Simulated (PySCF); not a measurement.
**Two-component Hartree-Fock for Nb³³⁺ (niobium, charge +33)**

Start: [He] 2s2 2p4; 2p1/2 filled at m_j = -1/2, +1/2; 2p3/2 filled at m_j = +1/2, +3/2. Calculated with PySCF 2.14 in an even-tempered Gaussian basis (17 s from 13 bohr⁻², ratio 2.4; 12 p from 17 bohr⁻², ratio 2.4; 5 d from 63 bohr⁻², ratio 2.6; 4 f from 95 bohr⁻², ratio 2.6): generalised Hartree-Fock with the X2C-1e Hamiltonian and a Gaussian nucleus; one run each with spin-orbit coupling (SO) switched off, then screened by Boettger's factors.

```json
{"spinor shell": "1s1/2", "electrons": "2", "ε, spin-free (eV)": "-21253.1", "ε, screened SO (eV)": "-21248.5", "weight of nominal j (screened SO)": "1.000", "rms radius, screened SO (bohr)": "0.0413"}
{"spinor shell": "2s1/2", "electrons": "2", "ε, spin-free (eV)": "-4634.5", "ε, screened SO (eV)": "-4633.2", "weight of nominal j (screened SO)": "1.000", "rms radius, screened SO (bohr)": "0.165"}
{"spinor shell": "2p1/2", "electrons": "2", "ε, spin-free (eV)": "-4406.0", "ε, screened SO (eV)": "-4468.7", "weight of nominal j (screened SO)": "0.986", "rms radius, screened SO (bohr)": "0.142"}
{"spinor shell": "2p3/2", "electrons": "2", "ε, spin-free (eV)": "-4406.0", "ε, screened SO (eV)": "-4372.6", "weight of nominal j (screened SO)": "0.990", "rms radius, screened SO (bohr)": "0.146"}
```

```json
{"quantity": "E (hartree)", "spin-free": "-2773.25783", "screened SO": "-2775.79359"}
{"quantity": "M_J", "spin-free": "2", "screened SO": "2"}
{"quantity": "⟨J²⟩", "spin-free": "6.000", "screened SO": "6.000"}
{"quantity": "⟨L²⟩", "spin-free": "2.000", "screened SO": "3.004"}
{"quantity": "⟨S²⟩", "spin-free": "2.000", "screened SO": "1.500"}
```

Each row is a mean over spinors that exchange with the open shell spreads, by up to 48.751 eV (2s1/2).

Breit and QED terms are absent; they matter most for the inner s and p1/2 levels.

Densities and radii are taken from the X2C orbitals without a picture-change correction, which distorts them close to the nucleus.

Without spin-orbit coupling the j labels of p, d and f shells carry no meaning; the spin-free column gives the mean over the occupied spinors of each nl shell.
